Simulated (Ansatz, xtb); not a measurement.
# Relative energy of two isomers of C2H7FGe

Structure a: `FC[CH2][GeH3]`, a singlet. Structure b: `C[CH2][GeH2][F]`, a singlet. Both are isolated molecules in the gas phase, relaxed with B3LYP-D3(BJ)/def2-SVP; the shapes shown needn't be the lowest conformers.

a (Å):

| atom | x (Å) | y (Å) | z (Å) |
| --- | --- | --- | --- |
| C | -0.5738 | 0.2390 | 1.2109 |
| C | 0.7138 | 0.7671 | 0.6093 |
| F | -1.6312 | 0.4386 | 0.3331 |
| Ge | 1.0172 | 0.1139 | -1.2373 |
| H | -0.5003 | -0.8447 | 1.4109 |
| H | -0.8238 | 0.7497 | 2.1578 |
| H | 0.7085 | 1.8687 | 0.5846 |
| H | 1.5673 | 0.4583 | 1.2346 |
| H | 0.1339 | 0.8660 | -2.2481 |
| H | 2.5002 | 0.3329 | -1.6086 |
| H | 0.7020 | -1.3961 | -1.2999 |

b (Å):

```yaml
atoms:
  - { symbol: C, position_ang: [-0.1848, 0.1088, 0.6513] }
  - { symbol: C, position_ang: [0.8908, -0.9822, 0.6289] }
  - { symbol: F, position_ang: [3.0745, -2.3230, -0.9225] }
  - { symbol: Ge, position_ang: [1.8928, -1.0299, -1.0533] }
  - { symbol: H, position_ang: [0.2496, 1.1136, 0.5202] }
  - { symbol: H, position_ang: [-0.7317, 0.1129, 1.6079] }
  - { symbol: H, position_ang: [-0.9293, -0.0351, -0.1490] }
  - { symbol: H, position_ang: [0.4480, -1.9810, 0.7754] }
  - { symbol: H, position_ang: [1.6212, -0.8380, 1.4418] }
  - { symbol: H, position_ang: [2.6990, 0.2632, -1.3024] }
  - { symbol: H, position_ang: [1.0039, -1.3833, -2.2653] }
```

Quicker runs give these differences E(b) − E(a): GFN2-xTB −1.331 eV; HF/STO-3G −0.296 eV (at GFN2-xTB geometries); r2SCAN-D4/def2-SVP −1.306 eV (at GFN2-xTB geometries).

Estimate E(b) − E(a) at the level CCSD(T)/def2-SVP + ΔMP2/def2-TZVPP.

Calculated at CCSD(T)/def2-SVP + ΔMP2/def2-TZVPP: E(b) − E(a) = −1.431 eV, so structure b lies lower.

Level by level:

```tsv
level	geometry	E(b) − E(a) (eV)	departure from the last row (eV)	job, with rough time for the two
GFN2-xTB	GFN2-xTB	−1.331	+0.100	optimisation, 0.11 s
HF/STO-3G	GFN2-xTB	−0.296	+1.135	single point, 0.36 s
r2SCAN-D4/def2-SVP	GFN2-xTB	−1.306	+0.124	single point, 3.9 s
B3LYP-D3(BJ)/def2-SVP	B3LYP-D3(BJ)/def2-SVP	−1.284	+0.147	optimisation, 44 s
HF/def2-SVP	B3LYP-D3(BJ)/def2-SVP	−1.341	+0.090	part of the CCSD(T) run
MP2/def2-SVP	B3LYP-D3(BJ)/def2-SVP	−1.447	−0.016	part of the CCSD(T) run
CCSD(T)/def2-SVP	B3LYP-D3(BJ)/def2-SVP	−1.341	+0.090	single point
CCSD(T)/def2-SVP + ΔMP2/def2-TZVPP	B3LYP-D3(BJ)/def2-SVP	−1.431		single point, 39 s
```

As drawn, b has 1 F–Ge, 1 C–H in place of 1 C–F, 1 Ge–H.

The levels shown agree on the order. The largest departure from CCSD(T)/def2-SVP + ΔMP2/def2-TZVPP is that of HF/STO-3G, 1.135 eV. The last row adds to CCSD(T) the change of the MP2 difference between the two basis sets, here −0.090 eV.

With harmonic frequencies from B3LYP-D3(BJ)/def2-SVP (ideal gas, rigid rotor, one conformer each, 298.15 K, 1 atm): on the last row, ΔE + ΔZPE = −1.386 eV. A mode under 50 cm⁻¹ makes harmonic enthalpies and free energies unreliable, so none is given.

The correlated steps freeze 12 core orbitals; the filled d shell of Ge is correlated, in a basis made for valence electrons. Codes used: Ansatz 0.2.0, xtb 6.7.1; the last row on 2 threads of Arm Neoverse V2 on a shared host.
